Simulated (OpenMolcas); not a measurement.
# neutral germanium: effect of correlating more closed shells

| Property | Result |
| --- | --- |
| Program | OpenMolcas 26.06 |
| Basis | ANO-RCC-VQZP [7s6p4d2f1g] |
| Scalar Hamiltonian | DKH2, point nucleus |
| Active space | 4 electrons in 9 orbitals (RAS2 4s 4p; RAS3 4d, at most 2 electrons) |
| State averaging | 2S+1 = 3 even, 3 roots; 2S+1 = 1 even, 6 roots; 2S+1 = 5 odd, 1 root; 2S+1 = 3 odd, 5 roots; 2S+1 = 1 odd, 5 roots (0 in the spin-orbit step) |
| Spin-orbit coupling | RASSI with atomic mean-field integrals over the reference wave functions, term energies averaged over their components |

Methods on the same reference wave functions:
A. RASSCF
B. SS-RASPT2, IPEA 0.25 Eh, imaginary shift 0.1 Eh (closed shells correlated: 3d)
C. SS-RASPT2, IPEA 0.25 Eh, imaginary shift 0.1 Eh (closed shells correlated: 3s 3p 3d)

Energies in cm-1 above 4s2 4p2 3P0, the measured ground level; measured values from NIST Handbook of Basic Atomic Spectroscopic Data.

```
       Level      A      B      C  Measured
 4s2 4p2 3P0    0.0    0.0    0.0       0.0
 4s2 4p2 3P1    484    493    494       557
 4s2 4p2 3P2   1273   1276   1276      1410
 4s2 4p2 1D2   9386   8180   8130      7125
 4s2 4p2 1S0  20053  17540  17440     16367
4s 4p3 5S* 2  35571  40380  40880     41927
```

Deviations, from unrounded energies. A percentage is the sum of absolute deviations over the sum of measured energies, with the sign that they share, or ± where signs differ.

```csv
Against measurement,Levels,A,B,C
mean absolute deviation (cm-1),5,2500,790,670
fine structure of the ground term (%),2,-10.7,-10.1,-10.0
other terms of the ground configuration (%),2,+25.3,+9.5,+8.9
other configurations (%),1,-15.2,-3.7,-2.5
```

C lies closest to measurement on these levels and A furthest from it. The largest miss of C in the table is 4s2 4p2 1S0, by +1100 cm-1. The ranking rests on the paired levels alone, and a cruder setting can come out closer through cancelling errors.

Between B and C the level of the table that moves most is 4s 4p3 5S* 2, by 500 cm-1 (lowest in B, highest in C). Moves below CASPT2's spread within the term are not significant.

From A to B the spin-free energies of the other terms of 4s2 4p2 shown, above 3P, scale by factors of 0.86 to 0.87.

The lowest spin-free term lies below A's lowest term by 0.459 hartree in B, 0.745 hartree in C.

What an inner shell adds also hangs on whether the basis holds functions to correlate it.

Some high roots are left out of the spin-orbit mixing, which shifts the levels that they would mix with. Active for correlation alone: 4d; no level in the range computed is led by a configuration that fills it, so any true level of that kind is missing. Without dynamic correlation excited terms often stand tens of per cent too high (terms of higher spin than the ground term too low), and those without a measured partner can miss by more than the paired ones (holds for A). Measured partners are found by configuration, term and J. A level has none where our copy of the source lacks it or the pairing is in doubt (some pairs that miss far off the trend of their configuration count as doubtful), and it then counts in no deviation. Levels of configurations outside the active space are missing. The table leaves out levels that lie high or whose names do not pair safely across all columns.

* marks odd parity.
